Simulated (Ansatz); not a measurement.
Species: HgCl, charge 0, doublet. HgCl (parent SMILES [Cl][Hg], doublet).
B3LYP-D3(BJ)/def2-TZVP minimum from Ansatz (a quantum-chemistry and plane-wave program):
```
Hg
Cl 1 2.4583
```
Charge 0, spin multiplicity 2.

Total energies in def2-TZVPP, 19 correlated electrons, 9 frozen orbitals. Open shells are spin-unrestricted; no spin-orbit coupling. Correlated methods leave the cores frozen (noble-gas shells, and filled d and f shells in the p block). Past Kr the def2 sets carry scalar-relativistic core potentials. The spin of ClHg (parent SMILES [Cl][Hg], doublet) was assumed, and the state is the lowest solution found for it.

| method | program | energy (Eh) | minus CCSDT(Q) (mEh) |
|---|---|---|---|
| HF | Ansatz | -612.05433 | 609.90 |
| MP2 | Ansatz | -612.65505 | 9.18 |
| CCSD | Ansatz | -612.64008 | 24.15 |
| CCSD(T) | Ansatz | -612.66378 | 0.45 |
| CCSDT(Q) | Ansatz | -612.66423 | 0.00 |

Rough core times of Ansatz's runs on a shared machine: CCSD(T) 40 s, CCSDT(Q) 50 min.
